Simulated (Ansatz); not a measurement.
Molecular dynamics of BrFH$_{4}$Si

The input (input.yaml):

```yaml
crystal:
  periodic: [false, false, false]
  atoms:
    - { symbol: Si, position_ang: [-0.174415, 0.083784, -0.041324] }
    - { symbol: H, position_ang: [0.100496, -0.529491, 1.503907] }
    - { symbol: H, position_ang: [1.255786, 0.478914, -0.031087] }
    - { symbol: F, position_ang: [-0.811847, 1.364709, -0.834269] }
    - { symbol: H, position_ang: [-0.535351, -1.190187, -0.680632] }
    - { symbol: Br, position_ang: [-2.484909, 0.232656, 1.450065] }
    - { symbol: H, position_ang: [-0.82346, -0.323486, 1.684039] }
basis:
  gaussian: { orbitals: def2-SVPD }
hamiltonian:
  xc: b3lyp
  dispersion: d4
md:
  timestep: 0.5
  n_steps: 200
  ensemble: nve
  temperature: 100.0
  initial_velocities: maxwell_boltzmann
  seed: 2415
```

Run as:

```bash
$ ansatz run input.yaml --threads 4 --pin off --max-ram 5120MiB --backend cpu --events-out ev --progress --plain --runs-dir out
```

It starts at the highest image of a converged band. Of that band: Neighbouring images differ by up to 1.3 eV, so the band resolves the path poorly. A vibrational analysis at the climbing image gives one clearly imaginary mode, 953i cm⁻¹: a first-order saddle point.

Output, in part (step lines, the closing report, with atoms numbered from 0):

```
md step     0: t =     0.00 fs  T =   100.0 K  F+E_penalty+E_count = -80694.55371398 eV  E_kin = 0.064630 eV  conserved = -80694.48908398 eV  (26 SCF iters)
md step     1: t =     0.50 fs  T =    98.2 K  F+E_penalty+E_count = -80694.55256500 eV  E_kin = 0.063486 eV  conserved = -80694.48907882 eV  (28 SCF iters)
md step     2: t =     1.00 fs  T =    92.9 K  F+E_penalty+E_count = -80694.54908454 eV  E_kin = 0.060034 eV  conserved = -80694.48905089 eV  (27 SCF iters)
md step     3: t =     1.50 fs  T =    84.7 K  F+E_penalty+E_count = -80694.54373442 eV  E_kin = 0.054731 eV  conserved = -80694.48900362 eV  (27 SCF iters)
md step     4: t =     2.00 fs  T =    74.8 K  F+E_penalty+E_count = -80694.53727748 eV  E_kin = 0.048333 eV  conserved = -80694.48894488 eV  (27 SCF iters)
md step     5: t =     2.50 fs  T =    64.6 K  F+E_penalty+E_count = -80694.53065065 eV  E_kin = 0.041764 eV  conserved = -80694.48888652 eV  (27 SCF iters)
md step     6: t =     3.00 fs  T =    55.6 K  F+E_penalty+E_count = -80694.52478380 eV  E_kin = 0.035944 eV  conserved = -80694.48884026 eV  (26 SCF iters)
md step     7: t =     3.50 fs  T =    48.9 K  F+E_penalty+E_count = -80694.52040998 eV  E_kin = 0.031594 eV  conserved = -80694.48881601 eV  (27 SCF iters)
[... lines left out ...]
Total energy: -80696.01483826 eV, -2965.5238475826 hartree
Atom 0 at     0.762161     0.175452    -0.855624 Å, force     0.479461     0.057209    -0.065059 eV/Å
Atom 1 at     1.669336     1.299967    -1.167326 Å, force     0.414536    -0.182007    -0.236983 eV/Å
Atom 2 at     0.547848    -0.743746    -2.067332 Å, force    -0.151396     0.523189     0.727241 eV/Å
Atom 3 at    -0.549098     1.068609    -0.409556 Å, force    -0.512196    -0.385619    -0.179106 eV/Å
Atom 4 at     1.240853    -0.571656     0.356539 Å, force    -0.206046     0.014035    -0.328158 eV/Å
Atom 5 at    -2.883726     0.242893     1.698893 Å, force    -0.104382     0.091932    -0.409231 eV/Å
Atom 6 at    -2.893592     0.666441     0.313057 Å, force     0.080024    -0.118739     0.491297 eV/Å
Dipole moment:     0.298145    -0.166490    -0.306926 e Å
```

The steps, from the saved trajectory:

| time (fs) | T (K) | potential energy less start (eV) | conserved less start (meV/atom) |
| --- | --- | --- | --- |
| 0.0 | 100 | 0.000 | 0.00 |
| 3.0 | 56 | 0.029 | 0.03 |
| 6.0 | 50 | 0.033 | 0.02 |
| 9.0 | 38 | 0.040 | 0.03 |
| 12.0 | 53 | 0.030 | 0.04 |
| 15.0 | 137 | -0.024 | 0.02 |
| 18.0 | 255 | -0.100 | 0.05 |
| 21.0 | 502 | -0.260 | -0.02 |
| 24.0 | 665 | -0.364 | 0.06 |
| 27.0 | 1007 | -0.586 | -0.04 |
| 30.0 | 1277 | -0.761 | 0.01 |
| 33.0 | 1599 | -0.969 | -0.01 |
| 36.0 | 1900 | -1.163 | -0.01 |
| 39.0 | 2091 | -1.287 | -0.04 |
| 42.0 | 2117 | -1.303 | 0.00 |
| 45.0 | 2176 | -1.341 | -0.01 |
| 48.0 | 2259 | -1.396 | -0.03 |
| 51.0 | 2250 | -1.389 | 0.03 |
| 54.0 | 2254 | -1.392 | -0.04 |
| 57.0 | 2169 | -1.337 | 0.05 |
| 60.0 | 2362 | -1.463 | -0.05 |
| 63.0 | 2386 | -1.477 | 0.03 |
| 66.0 | 2379 | -1.473 | -0.05 |
| 69.0 | 2186 | -1.348 | 0.01 |
| 72.0 | 2090 | -1.286 | 0.03 |
| 75.0 | 2146 | -1.323 | -0.04 |
| 78.0 | 2109 | -1.298 | 0.04 |
| 81.0 | 2189 | -1.350 | -0.03 |
| 84.0 | 2219 | -1.370 | 0.03 |
| 87.0 | 2389 | -1.479 | -0.04 |
| 90.0 | 2430 | -1.506 | 0.02 |
| 93.0 | 2390 | -1.480 | -0.03 |
| 96.0 | 2267 | -1.401 | 0.03 |
| 99.0 | 2329 | -1.441 | -0.01 |

The run went to its last step. The conserved energy stayed within 0.067 meV per atom of its start (net change -0.021 meV per atom), so the integration is sound. The system heated up, since it started high on the potential surface and ran downhill. A run of 0.1 ps of so small a system gives no equilibrium averages. The orbitals stay closed-shell, which can raise the energy where a bond breaks towards radicals; this wasn't checked here.

The step under study would form Si1–Br6, H2–H7 and break Si1–H2, Br6–H7. These pairs go: Si1–Br6 2.75 → 4.45 Å, H2–H7 0.96 → 4.84 Å, Si1–H2 1.69 → 1.48 Å, Br6–H7 1.77 → 1.45 Å. In the last frame they stand as before the step (other bonds may differ from the relaxed reactants and products). It ends as BrH + FH3Si. Pairs count as bonded within 1.25 times the sum of covalent radii (0.12 Å more for H–H).

Last frame:

```xyz
7
Properties=species:S:1:pos:R:3
Si 0.762 0.175 -0.856
H 1.669 1.300 -1.167
H 0.548 -0.744 -2.067
F -0.549 1.069 -0.410
H 1.241 -0.572 0.356
Br -2.884 0.243 1.699
H -2.894 0.666 0.313
```

Time of the run: 5.2 min on 4 threads of Arm Neoverse V2 (shared host), peak memory 0.29 GiB.
